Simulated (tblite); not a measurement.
Compound: C₆H₁₀O₂ (charge +1 and doublet state).
Bonds: C1–C2, C2–C3, C3–C4, C4–C5, C5–C6, C6–O7 (double), C6–O8. Hydrogens: H9, H10 on C1; H11 on C2; H12, H13 on C3; H14, H15 on C4; H16, H17 on C5; H18 on O8.
Bond orders are those of one Lewis drawing.

Computed with GFN2-xTB (tblite), gas phase: L-BFGS steps from a force-field or distance-geometry start until the largest atomic force falls under 0.01 eV/Å.

The end geometry, which sets the zero of energy:
```
atom  x, y, z in Å
C1      2.6604   -0.2454    1.0096
C2      2.0160    0.8000    0.4527
C3      0.6971    0.7706   -0.1643
C4      0.1409   -0.5209   -0.7262
C5     -1.3750   -0.4519   -0.8906
C6     -2.0577   -0.0605    0.4040
O7     -1.5218    0.6522    1.2383
O8     -3.2575   -0.5349    0.5224
H9      3.6701   -0.1438    1.3713
H10     2.2118   -1.2190    1.1260
H11     2.4924    1.7729    0.4787
H12    -0.0402    0.9864    0.6990
H13     0.5321    1.6214   -0.8310
H14     0.4052   -1.3712   -0.0950
H15     0.5858   -0.7052   -1.7102
H16    -1.7913   -1.3990   -1.2339
H17    -1.6550    0.3132   -1.6221
H18    -3.7220   -0.2586    1.3349
```

**Question.** These geometries come from the run, each turned onto the end geometry. Order them by energy, lowest first.
A.
```
atom  x, y, z in Å
C1      2.9868    0.0691    0.2421
C2      1.9306    0.8244    0.6066
C3      0.4966    0.5450    0.4122
C4      0.0541   -0.7828   -0.1877
C5     -1.3015   -0.6902   -0.8694
C6     -2.3887   -0.2764    0.1366
O7     -2.9381   -1.0662    0.8450
O8     -2.5815    1.0223    0.1313
H9      3.9878    0.3626    0.5092
H10     2.8924   -0.8428   -0.3253
H11     2.1300    1.7768    1.0884
H12     0.0351    0.6342    1.4099
H13     0.0589    1.4082   -0.1133
H14     0.0332   -1.5450    0.6025
H15     0.7676   -1.1519   -0.9357
H16    -1.5852   -1.6602   -1.2803
H17    -1.2949    0.0783   -1.6462
H18    -3.2919    1.3007    0.7375
```
B.
```
atom  x, y, z in Å
C1      2.8314   -0.2271    0.8014
C2      2.0163    0.8141    0.5196
C3      0.6718    0.7364   -0.0393
C4      0.1320   -0.5768   -0.5644
C5     -1.3626   -0.4845   -0.8576
C6     -2.1416   -0.0237    0.3571
O7     -1.6424    0.6707    1.2293
O8     -3.3814   -0.4077    0.3590
H9      3.8482   -0.0749    1.1286
H10     2.5237   -1.2568    0.6945
H11     2.3805    1.8170    0.7055
H12    -0.0830    0.9690    0.8015
H13     0.4848    1.5723   -0.7229
H14     0.3139   -1.3791    0.1567
H15     0.6376   -0.8490   -1.4941
H16    -1.7697   -1.4373   -1.1973
H17    -1.5773    0.2447   -1.6470
H18    -3.8908   -0.1011    1.1329
```
C.
```
atom  x, y, z in Å
C1      2.9379   -0.1635    0.5944
C2      2.0072    0.8139    0.5749
C3      0.6331    0.6775    0.1095
C4      0.1394   -0.6377   -0.4538
C5     -1.3455   -0.5748   -0.7899
C6     -2.1869   -0.0043    0.3390
O7     -1.7054    0.5468    1.3126
O8     -3.4629   -0.1346    0.1224
H9      3.9550    0.0571    0.8681
H10     2.7400   -1.1779    0.2916
H11     2.3012    1.8084    0.8911
H12    -0.0657    0.8145    1.0052
H13     0.3420    1.5433   -0.4967
H14     0.3328   -1.4485    0.2538
H15     0.6869   -0.8802   -1.3711
H16    -1.7457   -1.5608   -1.0350
H17    -1.5355    0.0658   -1.6570
H18    -4.0367    0.2613    0.8046
```
D.
```
atom  x, y, z in Å
C1      2.7052   -0.2563    0.9498
C2      2.0062    0.8018    0.4912
C3      0.6942    0.7685   -0.1407
C4      0.1347   -0.5332   -0.6715
C5     -1.3741   -0.4534   -0.8868
C6     -2.0840   -0.0386    0.3842
O7     -1.5782    0.7225    1.1926
O8     -3.2657   -0.5542    0.5133
H9      3.7104   -0.1363    1.3192
H10     2.3232   -1.2645    0.9474
H11     2.4368    1.7903    0.5938
H12    -0.0609    1.0348    0.6892
H13     0.5570    1.6025   -0.8359
H14     0.3598   -1.3596    0.0051
H15     0.6012   -0.7739   -1.6328
H16    -1.7912   -1.3994   -1.2317
H17    -1.6316    0.3093   -1.6271
H18    -3.7514   -0.2539    1.3043
```
E.
```
atom  x, y, z in Å
C1      2.9662    0.1197    0.2071
C2      1.8887    0.6947    0.7936
C3      0.4521    0.4870    0.5002
C4      0.0328   -0.8431   -0.1600
C5     -1.2775   -0.6503   -0.9077
C6     -2.3283   -0.2634    0.1246
O7     -2.8718   -1.0313    0.8632
O8     -2.5100    1.0330    0.1464
H9      3.8445    0.7051   -0.0727
H10     2.9867   -0.9502    0.0441
H11     2.0462    1.6168    1.3654
H12    -0.2312    0.7697    1.3181
H13     0.3178    1.2581   -0.3013
H14    -0.1011   -1.6560    0.5609
H15     0.7860   -1.1303   -0.8938
H16    -1.6189   -1.5610   -1.4051
H17    -1.2001    0.1759   -1.6201
H18    -3.1909    1.2318    0.8007
```

**Answer.** D (0.006 eV), B (0.021 eV), C (0.076 eV), A (0.550 eV), E (0.948 eV).

In the order of the answer:

| step | E above end (eV) | largest force (eV/Å) | rms force component (eV/Å) | rms distance from end (Å) | rms bond change (Å) | bond most changed (Å) |
| --- | --- | --- | --- | --- | --- | --- |
| 184 | 0.006 | 0.07 | 0.023 | 0.082 | 0.001 | C3–H12 -0.002 |
| 165 | 0.021 | 0.12 | 0.048 | 0.228 | 0.002 | C1–C2 +0.004 |
| 152 | 0.076 | 0.11 | 0.031 | 0.461 | 0.004 | C3–H12 -0.011 |
| 27 | 0.550 | 0.13 | 0.043 | 1.068 | 0.017 | C3–H12 -0.053 |
| 10 | 0.948 | 0.61 | 0.211 | 1.095 | 0.020 | C3–H12 -0.053 |

The cost below is that of the whole relaxation. The run took 1.2 s of wall time on one thread of an Arm Neoverse V2, no GPU, shared host.
